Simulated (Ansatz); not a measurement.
CH₆AlBrSi (`[CH3][AlH][SiH2]Br`). Total charge 0; spin multiplicity 1. Correlated methods include outer-core shells of Br, which these sets cover unevenly. Scalar relativity is left out up to krypton.

```xyz
10

C     1.366    1.082   -0.614
Al   -0.005   -0.289   -0.815
Si   -1.677   -0.519    0.913
Br    0.174   -1.955    1.258
H     1.455    1.426    0.419
H     1.129    1.952   -1.235
H     2.344    0.711   -0.934
H    -0.210   -1.218   -2.082
H    -1.740    0.259    2.181
H    -2.837   -1.450    0.910
```

Q: Give the diagnostics of a CCSD(T)/def2-TZVPP run (frozen core, Ansatz 0.2.0). (Best estimate.)

A: Computed: T1 = 0.0096, largest single amplitude 0.015, largest double 0.032, (T) share of the correlation energy 3.6 %, 9 CCSD cycles. The RHF solution is stable towards an unrestricted one. T1 lies under the customary mark of 0.02 for closed shells.
